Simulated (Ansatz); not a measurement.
Cu(AsH3)(SiH3) (CuSiAsH₆), 9 atoms. Hardware: 4 threads of Arm Neoverse V2 on a shared host.

Correlated methods freeze 23 core orbitals; core or outer-core shells of As are correlated, in sets that lack core-valence functions.

Question: How many basis functions does each of these Ansatz runs have, and roughly what does it cost? LC-ωPBE (ω = 0.10 bohr⁻¹)/def2-TZVP, charge 0 singlet, energy, from earlier orbitals; PBE0-D4/def2-TZVP, charge 1 doublet at the geometry of the charge 0 singlet, energy, from earlier orbitals; PBE-D4/def2-TZVP, charge 1 doublet at the geometry of the charge 0 singlet, energy, from earlier orbitals; PBE0-D4/def2-SVP, charge 1 doublet at the geometry of the charge 0 singlet, energy with a search over starts; LC-ωPBE (ω = 0.20 bohr⁻¹)/def2-TZVP, charge 0 singlet, energy, from earlier orbitals; r2SCAN-D4/def2-TZVPD, charge 0 singlet, energy, from earlier orbitals; HF/def2-TZVP, charge 0 singlet, energy, from earlier orbitals; PBE-D4/def2-SVP, charge 0 singlet, energy, from earlier orbitals; CCSD(T)/def2-TZVP, charge 0 singlet, energy, from earlier orbitals; LC-ωPBE (ω = 0.15 bohr⁻¹)/def2-TZVP, charge -1 doublet at the geometry of the charge 0 singlet, energy, from earlier orbitals; PBE0-D4/def2-SVP, charge 0 singlet, energy, from earlier orbitals; LC-ωPBE (ω = 0.10 bohr⁻¹)/def2-TZVP, charge 1 doublet at the geometry of the charge 0 singlet, energy, from earlier orbitals.

Answer: Other jobs shared the machine, so times can vary by a factor of up to 3. A dash marks memory too small to be measured apart from the calling script's.

```
                                                                                                                          run  functions  fitting or Cholesky vectors  wall time  peak host memory (GiB)
                                                             PBE-D4/def2-SVP, charge 0 singlet, energy, from earlier orbitals        111                         1291      1.1 s                       –
                                                            PBE0-D4/def2-SVP, charge 0 singlet, energy, from earlier orbitals        111                         1137      1.6 s                       –
                                                                HF/def2-TZVP, charge 0 singlet, energy, from earlier orbitals        166                         1713      1.8 s                       –
                                         LC-ωPBE (ω = 0.20 bohr⁻¹)/def2-TZVP, charge 0 singlet, energy, from earlier orbitals        166                         1342      2.1 s                       –
                                         LC-ωPBE (ω = 0.10 bohr⁻¹)/def2-TZVP, charge 0 singlet, energy, from earlier orbitals        166                         1342      2.4 s                       –
                 PBE0-D4/def2-SVP, charge 1 doublet at the geometry of the charge 0 singlet, energy with a search over starts        111                         1137      2.9 s                       –
                    PBE-D4/def2-TZVP, charge 1 doublet at the geometry of the charge 0 singlet, energy, from earlier orbitals        166                         1342      3.2 s                       –
                   PBE0-D4/def2-TZVP, charge 1 doublet at the geometry of the charge 0 singlet, energy, from earlier orbitals        166                         1314        5 s                    0.58
                                                        r2SCAN-D4/def2-TZVPD, charge 0 singlet, energy, from earlier orbitals        199                         1457        5 s                       –
 LC-ωPBE (ω = 0.10 bohr⁻¹)/def2-TZVP, charge 1 doublet at the geometry of the charge 0 singlet, energy, from earlier orbitals        166                         1342      5.5 s                       –
LC-ωPBE (ω = 0.15 bohr⁻¹)/def2-TZVP, charge -1 doublet at the geometry of the charge 0 singlet, energy, from earlier orbitals        166                         1342       12 s                       –
                                                           CCSD(T)/def2-TZVP, charge 0 singlet, energy, from earlier orbitals        166                         1314       36 s                     1.4
```
